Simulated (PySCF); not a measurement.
ORD: `C#CC[C@H]1OC[C@@H]1C`, C7H10O

Molfile (atoms numbered from 1):
```
C7H10O
     RDKit          3D

 18 18  0  0  0  0  0  0  0  0999 V2000
    3.0181    1.0926    0.3155 C   0  0  0  0  0  0  0  0  0  0  0  0
    2.2532    0.5077   -0.3948 C   0  0  0  0  0  0  0  0  0  0  0  0
    1.3056   -0.1908   -1.2365 C   0  0  0  0  0  0  0  0  0  0  0  0
   -0.1279    0.1642   -0.8456 C   0  0  1  0  0  0  0  0  0  0  0  0
   -1.1087   -0.5780   -1.5831 O   0  0  0  0  0  0  0  0  0  0  0  0
   -1.6919   -1.1093   -0.3925 C   0  0  0  0  0  0  0  0  0  0  0  0
   -0.6461   -0.4083    0.4854 C   0  0  2  0  0  0  0  0  0  0  0  0
   -1.1577    0.5894    1.5051 C   0  0  0  0  0  0  0  0  0  0  0  0
    3.7017    1.6026    0.9256 H   0  0  0  0  0  0  0  0  0  0  0  0
    1.4683    0.0834   -2.2821 H   0  0  0  0  0  0  0  0  0  0  0  0
    1.4515   -1.2704   -1.1395 H   0  0  0  0  0  0  0  0  0  0  0  0
   -0.2905    1.2438   -0.9562 H   0  0  0  0  0  0  0  0  0  0  0  0
   -2.7178   -0.7538   -0.2565 H   0  0  0  0  0  0  0  0  0  0  0  0
   -1.6802   -2.2026   -0.3879 H   0  0  0  0  0  0  0  0  0  0  0  0
    0.0603   -1.0968    0.9525 H   0  0  0  0  0  0  0  0  0  0  0  0
   -1.6392    0.0714    2.3319 H   0  0  0  0  0  0  0  0  0  0  0  0
   -0.3283    1.1755    1.8953 H   0  0  0  0  0  0  0  0  0  0  0  0
   -1.8792    1.2658    1.0518 H   0  0  0  0  0  0  0  0  0  0  0  0
  1  2  3  0
  2  3  1  0
  3  4  1  0
  4  5  1  0
  5  6  1  0
  6  7  1  0
  7  8  1  0
  7  4  1  0
  1  9  1  0
  3 10  1  0
  3 11  1  0
  4 12  1  1
  6 13  1  0
  6 14  1  0
  7 15  1  1
  8 16  1  0
  8 17  1  0
  8 18  1  0
M  END
```

Level of theory: TDDFT BHandHLYP/def2-SVPD circular dichroism and optical rotation, one conformer, gas phase in PySCF 2.14.0. Geometry: GFN2-xTB.

The molecule is flexible and this is one conformer; a measurement averages over conformers.

Stereocentres: C4 R, C7 S.

(1) Give the optical rotatory dispersion at 633, 589.3, 546, 436, 405, 365, 355 nm.

(2) And for the mirror image at 589.3 nm?

(3) What is the molar rotation [Φ] = [α]·M/100 of the geometry above at 589.3 nm?

## Answers

(1) [α] in deg dm⁻¹ (g/mL)⁻¹:
```csv
λ (nm),origin-invariant length gauge,modified velocity gauge,length gauge (centre of mass),isotropic polarisability (au)
633,-78.0,-80.8,-77.8,81.6
589.3,-91.5,-94.7,-91.2,81.9
546,-108.8,-112.6,-108.5,82.2
436,-185.9,-191.6,-185.4,83.5
405,-223.9,-230.5,-223.4,84.1
365,-294.7,-302.5,-294.0,85.2
355,-318.0,-326.2,-317.2,85.5
```

(2) +91.5 deg dm⁻¹ (g/mL)⁻¹ (origin-invariant length gauge): the same size and the opposite sign.

(3) With M = 110.16 g/mol, -100.8 deg cm² dmol⁻¹ (origin-invariant length gauge).

The first excitation lies at 6.61 eV (188 nm) with R = -0.2 × 10⁻⁴⁰ esu² cm² (velocity form).
